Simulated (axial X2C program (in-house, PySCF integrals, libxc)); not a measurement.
# TeN: properties at the nuclei

Calculated with an axial X2C code built on PySCF integrals: two-component X2C with atomic mean-field Coulomb and Gaunt terms, Gaussian nuclei, basis Te dyall-cv3z, N dyall-av3z with contracted cores.

R = 1.869 Å (near the PBE0 minimum at charge 0 of the determinant lowest at the starting distance; the state shown can have its own minimum elsewhere).

Determinant lowest in the PBE0 search, Ω = 1/2 (⟨Sz⟩ = -0.50, ⟨Lz⟩ = 1.00 at PBE0), spin on the atoms Te 0.10, N -0.60:

| level | Eeff magnitude (GV/cm) | Ws magnitude Te (kHz) | A∥/gI Te (MHz) | qzz Te (a.u.) | A∥/gI N (MHz) | qzz N (a.u.) | μ (D) |
| --- | --- | --- | --- | --- | --- | --- | --- |
| PBE0 | 1.84 | 1.73 | 1990 | 1.23 | 305 | -0.43 | -2.66 |
| HF | 4.61 | 5.03 | 2160 | 3.33 | 66.4 | -0.55 | -1.84 |
| B3LYP | 1.69 | 1.57 | 1960 | 1.25 | 316 | -0.44 | -2.80 |
| TPSSh | 1.45 | 1.28 | 1930 | 1.29 | 322 | -0.43 | -2.63 |
| BHandHLYP | 2.4 | 2.4 | 2090 | 2.10 | 210 | -0.51 | -2.52 |

Eeff is the effective electric field on the electron electric dipole moment in this Ω state and Ws the scalar–pseudoscalar constant of the nucleus named (defined with the proton number Z and per Ω); A∥ (defined per Ω) follows by multiplying with gI = μI/(I μN); qzz is the electric field gradient, eQq0 = 234.96 MHz × Q/barn × qzz; μ is positive if the N end (last atom) is positive. The operators were transformed with the bare-nucleus X2C matrices; with these basis sets, hyperfine constants and field gradients can be off by tens of per cent, and where levels differ in sign neither size nor sign is settled.

Q: With gI(125Te) = -1.7770, Q(14N) = 0.02044 barn (g factors from the IAEA table of nuclear moments by Stone; Q from Pyykkö, Mol. Phys. 2018), turn the PBE0 values of the first state into constants in MHz.

A: A∥(125Te) = 1990 × -1.7770 = -3540 MHz; eQq0(14N) = 234.96 × (0.02044) × (-0.43) = -2.07 MHz.

Each state is one determinant with collinear spin. Unrestricted Hartree–Fock can overshoot spin polarisation at the nuclei. Where Eeff spreads by more than a factor of two the levels disagree and none is to be relied on. The search compared states at one distance, so a state with another bond length can lie lower. Further determinants of the search, some of them spin-mixed, are not shown. Where a field gradient or hyperfine factor spreads by more than a factor of two over the levels, a constant derived from it is not to be relied on.
